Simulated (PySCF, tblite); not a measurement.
Compound: C₄H₉ClOSi₂.
InChI=1S/C4H9ClOSi2/c1-4-3-8(2,5)6-7-4/h1,3,7H2,2H3/t8-/m1/s1

The calculation used wB97X-D/def2-SVPD in PySCF (dipole) on a GFN2-xTB geometry, gas phase.

Take the most abundant isotopes and a rigid rotor. 

Task: Give the principal moments of inertia and the rotational constants in MHz.

Result: Ia = 270.17, Ib = 607.90, Ic = 631.66 u·Å²; 505379 MHz·u·Å²/I gives A = 1871, B = 831.4, C = 800.1 MHz.

Task: What kind of rotor is it?

Result: A near-prolate asymmetric top; Ray's κ = -0.942.

Task: What does the inertial defect say?

Result: Not planar: Δ = Ic − Ia − Ib = -246.41 u·Å². For a rigid frame Δ = −2 Σ m c², so Σ m c² = 123.20 u·Å² lies off the ab plane: 23.31 from hydrogen and 99.89 from heavier atoms. The atom farthest from that plane is 2.58 Å away.

Task: Give the other two planar moments, Paa and Pbb, and the rms extents of the mass along the axes.

Result: Paa = Σ m a² = (Ib + Ic − Ia)/2 = 484.70 and Pbb = Σ m b² = (Ia + Ic − Ib)/2 = 146.97 u·Å². With the mass M = 163.99 u, the rms extents √(P/M) along a, b and c are 1.72, 0.95, 0.87 Å.

Task: Give the coordinates in the principal-axis frame, origin at the centre of mass.

Result: The sense of each axis is arbitrary; atoms in the order of the calculation.
```
atom  mass (u)   a (Å)   b (Å)   c (Å)
  C1    12.000  -2.971  -1.345  -0.247
  C2    12.000  -1.857  -0.624  -0.226
  C3    12.000  -0.576  -1.120  -0.866
 Si4    27.977   0.828   0.088  -0.395
  C5    12.000   1.785   0.858  -1.834
 Cl6    34.969   2.092  -0.711   0.958
  O7    15.995  -0.035   1.249   0.365
 Si8    27.977  -1.649   1.057   0.617
  H9     1.008  -3.880  -0.988   0.206
 H10     1.008  -3.024  -2.316  -0.718
 H11     1.008  -0.716  -1.160  -1.948
 H12     1.008  -0.379  -2.146  -0.550
 H13     1.008   1.118   1.279  -2.580
 H14     1.008   2.411   0.118  -2.320
 H15     1.008   2.430   1.656  -1.479
 H16     1.008  -2.287   2.172  -0.074
 H17     1.008  -1.848   1.024   2.060
```

Task: List the rotational levels J(Ka,Kc) to J = 3 (cm⁻¹).

Result: Above 0(0,0):
J = 1: 1(0,1) 0.0544, 1(1,1) 0.0891, 1(1,0) 0.0901
J = 2: 2(0,2) 0.1632, 2(1,2) 0.1969, 2(1,1) 0.2000, 2(2,1) 0.3040, 2(2,0) 0.3040
J = 3: 3(0,3) 0.3264, 3(1,3) 0.3586, 3(1,2) 0.3648, 3(2,2) 0.4673, 3(2,1) 0.4674, 3(3,1) 0.6432, 3(3,0) 0.6432

Task: Which lines would a microwave search look for?

Result: The dipole components are |μa| = 1.32 D, |μb| = 0.51 D, |μc| = 1.82 D. Intensities carry the squares of the components, which stand as 0.53 : 0.08 : 1.00 (a : b : c). Some lines, for components of 0.1 D or more:

```json
{"type": "c", "branch": "Q", "J(Ka,Kc)": "3(1,3) ← 3(0,3)", "MHz": "964", "lower level (cm⁻¹)": "0.326"}
{"type": "c", "branch": "Q", "J(Ka,Kc)": "1(1,1) ← 1(0,1)", "MHz": "1039", "lower level (cm⁻¹)": "0.054"}
{"type": "b", "branch": "R", "J(Ka,Kc)": "3(1,2) ← 2(2,1)", "MHz": "1823", "lower level (cm⁻¹)": "0.304"}
{"type": "b", "branch": "R", "J(Ka,Kc)": "2(0,2) ← 1(1,1)", "MHz": "2223", "lower level (cm⁻¹)": "0.089"}
{"type": "b", "branch": "Q", "J(Ka,Kc)": "3(2,1) ← 3(1,2)", "MHz": "3075", "lower level (cm⁻¹)": "0.365"}
{"type": "c", "branch": "Q", "J(Ka,Kc)": "2(2,1) ← 2(1,1)", "MHz": "3118", "lower level (cm⁻¹)": "0.200"}
{"type": "b", "branch": "Q", "J(Ka,Kc)": "2(2,1) ← 2(1,2)", "MHz": "3212", "lower level (cm⁻¹)": "0.197"}
{"type": "a", "branch": "R", "J(Ka,Kc)": "2(0,2) ← 1(0,1)", "MHz": "3262", "lower level (cm⁻¹)": "0.054"}
{"type": "a", "branch": "R", "J(Ka,Kc)": "2(1,1) ← 1(1,0)", "MHz": "3294", "lower level (cm⁻¹)": "0.090"}
{"type": "b", "branch": "R", "J(Ka,Kc)": "3(0,3) ← 2(1,2)", "MHz": "3883", "lower level (cm⁻¹)": "0.197"}
{"type": "b", "branch": "R", "J(Ka,Kc)": "2(1,2) ← 1(0,1)", "MHz": "4271", "lower level (cm⁻¹)": "0.054"}
{"type": "a", "branch": "R", "J(Ka,Kc)": "3(2,2) ← 2(2,1)", "MHz": "4894", "lower level (cm⁻¹)": "0.304"}
{"type": "a", "branch": "R", "J(Ka,Kc)": "3(2,1) ← 2(2,0)", "MHz": "4897", "lower level (cm⁻¹)": "0.304"}
{"type": "b", "branch": "Q", "J(Ka,Kc)": "3(3,0) ← 3(2,1)", "MHz": "5271", "lower level (cm⁻¹)": "0.467"}
{"type": "b", "branch": "Q", "J(Ka,Kc)": "3(3,1) ← 3(2,2)", "MHz": "5275", "lower level (cm⁻¹)": "0.467"}
{"type": "b", "branch": "R", "J(Ka,Kc)": "3(1,3) ← 2(0,2)", "MHz": "5856", "lower level (cm⁻¹)": "0.163"}
{"type": "c", "branch": "R", "J(Ka,Kc)": "3(1,2) ← 2(0,2)", "MHz": "6043", "lower level (cm⁻¹)": "0.163"}
{"type": "b", "branch": "R", "J(Ka,Kc)": "2(2,1) ← 1(1,0)", "MHz": "6412", "lower level (cm⁻¹)": "0.090"}
{"type": "b", "branch": "R", "J(Ka,Kc)": "3(2,2) ← 2(1,1)", "MHz": "8012", "lower level (cm⁻¹)": "0.200"}
{"type": "c", "branch": "R", "J(Ka,Kc)": "3(2,1) ← 2(1,1)", "MHz": "8015", "lower level (cm⁻¹)": "0.200"}
{"type": "b", "branch": "R", "J(Ka,Kc)": "3(3,1) ← 2(2,0)", "MHz": "10168", "lower level (cm⁻¹)": "0.304"}
{"type": "c", "branch": "R", "J(Ka,Kc)": "3(3,0) ← 2(2,0)", "MHz": "10168", "lower level (cm⁻¹)": "0.304"}
{"type": "b", "branch": "R", "J(Ka,Kc)": "3(3,0) ← 2(2,1)", "MHz": "10169", "lower level (cm⁻¹)": "0.304"}
```

Task: Estimate the classical rotational partition function at 25 K, 298.15 K and 500 K.

Result: Point group C1, symmetry number σ = 1; q = (√π/σ)·√((kT/h)³/(ABC)), k/h = 20836.6 MHz/K: 18900 at 25 K, 778000 at 298.15 K, 1690000 at 500 K.

Its lowest GFN2-xTB frequency is 18i cm⁻¹, too small to tell a flat minimum from a shallow saddle. These are rigid-rotor constants of the computed structure; measured ground-state constants (B0) also hold zero-point vibration. A rigid rotor knows nothing of internal rotation, which can split or shift real lines. Quadrupole hyperfine structure (35Cl) is left out.
